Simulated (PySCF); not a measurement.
TeClBr, SMILES Br[Te]Cl. Heavy atoms are numbered as in [Te:1]([Cl:2])[Br:3].

Geometry: PBE0-D3(BJ)/def2-TZVP. The def2 effective core potentials stand for the cores of Te; spin–orbit coupling is left out.

Level of theory: PBE0/def2-TZVPD run with PySCF.

Mulliken values depend strongly on the basis, most of all with diffuse functions as here. ESP charges are fitted to the potential on shells at 1.4 to 2.0 van der Waals radii. Atomic charges (e), one atom of each kind:

| atom | Mulliken | ESP fit |
|---|---|---|
| Te1 | 0.40 | … |
| Cl2 | -0.25 | … |
| Br3 | -0.15 | … |

### Question
Some entries are withheld; supply them. (An estimate is asked for; the answer gives what the named calculation found.)

### Answer

- Te1, ESP fit: 0.20
- Cl2, ESP fit: -0.12
- Br3, ESP fit: -0.09
